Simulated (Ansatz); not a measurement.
Basis-set extrapolation for C2H9PSi, SMILES `C[SiH](C)P` (PBE0-D4/def2-TZVP geometry, frozen core, the Gaussian-basis code of Ansatz). Multiplicity 1, RHF reference.

|  | def2-TZVPP | def2-QZVPP |
| --- | --- | --- |
| HF | -710.723989 | -710.746701 |
| MP2 correlation | -0.646296 | -0.690252 |
| CCSD(T) correlation | -0.738407 | not run |

Energies in hartree. Use E(X) = E(∞) + A·exp(−7.88·√X) for Hartree–Fock and E(X) = E(∞) + B·X^(−2.97) for correlation, with X = 3 and 4, and add CCSD(T) minus MP2 of the smaller set to the MP2 limit.

Problem. What is the CCSD(T) energy at the basis-set limit?

Solution. HF limit: -710.746701 + (-0.022712) × 0.13774 = -710.74983. MP2 limit: -0.690252 + (-0.043956) × 0.74074 = -0.72281. Higher-order term: -0.738407 − (-0.646296) = -0.09211. Total: -711.56475 hartree, 64.2 kcal/mol below CCSD(T)/def2-TZVPP.
